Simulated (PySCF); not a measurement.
Removing the step error of a finite difference

System: H₄AlFO₂Si (SMILES [OH][Al]([OH])[SiH2]F), singlet, at a GFN2-xTB geometry (such geometries of metal compounds can be far from the true shape), atoms displaced at random by about 0.08 Å a coordinate. Level: HF/STO-3G, gradient (PySCF). Sums are taken with unrounded values, so a last digit can differ.

Central differences of the energy along x of atom 3 gave a gradient component of 0.058939 Eh/bohr at step 0.05 and 0.059144 Eh/bohr at step 0.2 (atomic units).

Q: Extrapolate to zero step.

A: The leading error of a symmetric difference goes as h², so A(h) = A0 + c h². Then c = (0.059144 - (0.058939))/(0.2² - 0.05²) = 0.00549 (atomic units) and A0 = 0.058939 - c × 0.05² = 0.058925 Eh/bohr. The analytic value from the same program and level is 0.058924 Eh/bohr: the smaller step missed it by 0.000014, the extrapolation by 0.000001.
